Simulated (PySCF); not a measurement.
A geometry optimisation, step by step.

C2H5Ge2NO.
Atom-mapped SMILES: `[N:1]#[C:2][Ge@H:3]1[CH2:4][GeH2:5][O:6]1` (hydrogens: H7 on Ge3; H8, H9 on C4; H10, H11 on Ge5)

Method: PBE0-D3(BJ)/def2-SVP geometry optimisation, gas phase in PySCF; density fitting, grid level 1; the optimiser is geomeTRIC in internal coordinates, started from a GFN2-xTB structure with every atom displaced at random (about 0.01 Å). The frame can shift and turn from step to step; on so coarse a grid that alone can change the energy by a few meV, and forces under 0.02 eV/Å are noise.

Step 0: E = -118689.8935 eV, largest atomic force 0.950 eV/Å
```
atom  x, y, z in Å  |  force x, y, z in eV/Å
N1      3.587   -0.413    0.073   -0.925  -0.103  -0.190
C2      2.450   -0.567   -0.140    0.652   0.017   0.287
Ge3     0.550   -0.865   -0.452    0.393   0.557   0.107
C4     -0.634   -0.290    1.019   -0.366   0.097  -0.466
Ge5    -1.238    1.137   -0.263    0.599  -0.208   0.332
O6     -0.061    0.482   -1.457    0.218  -0.169  -0.331
H7      0.433   -2.170   -1.202   -0.079  -0.449   0.006
H8     -1.418   -1.012    1.280   -0.068  -0.129  -0.036
H9     -0.174    0.057    1.947    0.278   0.107   0.084
H10    -2.608    1.047   -0.867   -0.739  -0.116  -0.071
H11    -0.849    2.567    0.047    0.038   0.396   0.279
```

Step 1: E = -118689.9639 eV, largest atomic force 0.436 eV/Å
```
atom  x, y, z in Å  |  force x, y, z in eV/Å
N1      3.479   -0.194    0.246    0.416   0.030   0.070
C2      2.423   -0.531   -0.084   -0.434  -0.045   0.005
Ge3     0.568   -0.891   -0.490    0.090   0.055  -0.204
C4     -0.621   -0.313    0.961   -0.214  -0.019   0.020
Ge5    -1.217    1.117   -0.284    0.189   0.022  -0.293
O6     -0.037    0.448   -1.517   -0.220   0.061   0.122
H7      0.456   -2.253   -1.195    0.013   0.054   0.166
H8     -1.400   -1.040    1.233   -0.009  -0.011  -0.017
H9     -0.127    0.037    1.878    0.088  -0.005  -0.056
H10    -2.658    1.024   -0.842    0.138  -0.020   0.143
H11    -0.828    2.567    0.076   -0.058  -0.121   0.044
```

Step 2: E = -118689.9781 eV, largest atomic force 0.178 eV/Å
```
atom  x, y, z in Å  |  force x, y, z in eV/Å
N1      3.490   -0.217    0.248    0.006  -0.085  -0.044
C2      2.423   -0.532   -0.081   -0.025   0.097   0.087
Ge3     0.569   -0.880   -0.497    0.066   0.068  -0.090
C4     -0.624   -0.309    0.953   -0.138  -0.027   0.035
Ge5    -1.216    1.119   -0.289    0.133   0.006  -0.118
O6     -0.049    0.454   -1.525   -0.081   0.008   0.021
H7      0.458   -2.246   -1.176    0.009  -0.045   0.055
H8     -1.402   -1.038    1.225    0.011   0.001  -0.012
H9     -0.119    0.039    1.865    0.050  -0.003  -0.025
H10    -2.655    1.021   -0.821   -0.023  -0.021   0.042
H11    -0.835    2.560    0.081   -0.008   0.001   0.048
```

Step 3: E = -118689.9846 eV, largest atomic force 0.138 eV/Å
```
atom  x, y, z in Å  |  force x, y, z in eV/Å
N1      3.502   -0.248    0.246   -0.069  -0.079  -0.046
C2      2.423   -0.528   -0.076    0.058   0.113   0.053
Ge3     0.570   -0.867   -0.504    0.007  -0.012  -0.007
C4     -0.628   -0.305    0.945   -0.019  -0.007   0.011
Ge5    -1.216    1.124   -0.296    0.001   0.028   0.034
O6     -0.061    0.459   -1.536    0.026  -0.028  -0.039
H7      0.465   -2.247   -1.155    0.013  -0.030  -0.005
H8     -1.402   -1.036    1.217    0.009   0.002  -0.004
H9     -0.111    0.041    1.851    0.006  -0.001   0.002
H10    -2.663    1.019   -0.799   -0.044  -0.005  -0.013
H11    -0.840    2.561    0.090    0.012   0.019   0.014
```

Step 4: E = -118689.9861 eV, largest atomic force 0.084 eV/Å
```
atom  x, y, z in Å  |  force x, y, z in eV/Å
N1      3.508   -0.263    0.240   -0.022  -0.048  -0.023
C2      2.422   -0.523   -0.075    0.020   0.079   0.020
Ge3     0.570   -0.863   -0.506   -0.017  -0.034   0.010
C4     -0.629   -0.303    0.943    0.024   0.005  -0.005
Ge5    -1.217    1.126   -0.297   -0.035   0.014   0.046
O6     -0.066    0.459   -1.540    0.024  -0.021  -0.026
H7      0.470   -2.249   -1.148    0.014  -0.007  -0.012
H8     -1.402   -1.036    1.216    0.001   0.001   0.000
H9     -0.108    0.042    1.847   -0.009  -0.001   0.008
H10    -2.668    1.020   -0.792   -0.011   0.004  -0.016
H11    -0.841    2.562    0.095    0.013   0.007  -0.003
```

Step 5: E = -118689.9871 eV, largest atomic force 0.045 eV/Å
```
atom  x, y, z in Å  |  force x, y, z in eV/Å
N1      3.514   -0.277    0.228    0.025  -0.014   0.000
C2      2.421   -0.515   -0.077   -0.023   0.030  -0.008
Ge3     0.570   -0.861   -0.505   -0.024  -0.029   0.015
C4     -0.631   -0.302    0.944    0.041   0.010  -0.011
Ge5    -1.220    1.127   -0.296   -0.035  -0.007   0.027
O6     -0.071    0.456   -1.542    0.001  -0.006  -0.001
H7      0.478   -2.251   -1.143    0.011   0.011  -0.010
H8     -1.402   -1.036    1.217   -0.005   0.001   0.001
H9     -0.108    0.043    1.847   -0.016  -0.002   0.009
H10    -2.673    1.024   -0.788    0.014   0.009  -0.010
H11    -0.839    2.563    0.098    0.009  -0.004  -0.013
```

Step 6: E = -118689.9876 eV, largest atomic force 0.033 eV/Å
```
atom  x, y, z in Å  |  force x, y, z in eV/Å
N1      3.519   -0.285    0.215    0.030   0.004   0.006
C2      2.420   -0.507   -0.081   -0.026  -0.002  -0.013
Ge3     0.569   -0.861   -0.504   -0.013  -0.009   0.010
C4     -0.631   -0.302    0.946    0.031   0.009  -0.006
Ge5    -1.222    1.128   -0.293   -0.015  -0.014   0.003
O6     -0.077    0.453   -1.541   -0.014   0.001   0.010
H7      0.485   -2.251   -1.141    0.006   0.011  -0.004
H8     -1.402   -1.036    1.220   -0.006   0.001  -0.001
H9     -0.109    0.044    1.850   -0.012  -0.002   0.007
H10    -2.676    1.027   -0.785    0.015   0.008  -0.002
H11    -0.836    2.563    0.098    0.005  -0.006  -0.010
```

Step 7: E = -118689.9878 eV, largest atomic force under 0.02 eV/Å
```
atom  x, y, z in Å  |  force x, y, z in eV/Å
N1      3.522   -0.288    0.205    0.011   0.007   0.003
C2      2.420   -0.504   -0.085   -0.010  -0.012  -0.007
Ge3     0.568   -0.861   -0.502    0.000   0.005   0.004
C4     -0.631   -0.302    0.949    0.013   0.006   0.001
Ge5    -1.224    1.127   -0.290   -0.001  -0.008  -0.007
O6     -0.081    0.451   -1.540   -0.015  -0.001   0.006
H7      0.488   -2.251   -1.140    0.001   0.004   0.000
H8     -1.402   -1.036    1.222   -0.003   0.000  -0.004
H9     -0.111    0.044    1.853   -0.005  -0.002   0.004
H10    -2.677    1.030   -0.784    0.005   0.004   0.003
H11    -0.833    2.562    0.097    0.003  -0.003  -0.004
```

Problem. Summarise the path.

Solution. The energy falls by 9.10 kJ/mol from step 0 to step 7; nine tenths of that is first reached at step 3. It falls at every step. The largest force goes from 0.950 to under 0.02 eV/Å. Among the bonds Ge5–H10 changes most, from 1.500 to 1.538 Å; the atoms move by 0.091 Å rms after alignment.

What follows is the cost of the whole optimisation. Hardware: one thread of an Arm Neoverse V1, on a shared host. Cost: 93 s wall, 0.62 GiB resident at most.
